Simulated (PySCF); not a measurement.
Excitations are Tamm–Dancoff values on a coarser integration grid. The basis has no diffuse functions, so Rydberg states are missing or too high.

Cartesian coordinates (Å):
SMILES: N[Si](N)(N)N
```xyz
13

N     -0.8783    -1.4607     0.2285
Si     0.0000     0.0000     0.0000
N     -0.7915     1.1038    -1.0547
N      0.1557     0.5957     1.6056
N      1.5141    -0.2389    -0.7795
H     -1.6891    -1.4801     0.8267
H     -0.9512    -2.1361    -0.5152
H     -0.3031     1.9113    -1.4081
H     -1.7792     1.2792    -0.9647
H      0.4364    -0.0193     2.3529
H      0.4554     1.5425     1.7738
H      2.2751    -0.6857    -0.2939
H      1.5558    -0.4120    -1.7714
```
Charge 0, multiplicity 1.

Problem. Estimate the S1–T1 gap (TDA), dipole moment and T1 excitation (TDA) that M06-2X/def2-TZVP // B3LYP-D3(BJ)/def2-TZVP run with PySCF returns for this input.

Solution. 
| Item | Value |
|---|---|
| S1–T1 gap (TDA) | 0.28 eV |
| dipole moment | 0.00 D |
| T1 excitation (TDA) | 6.34 eV |
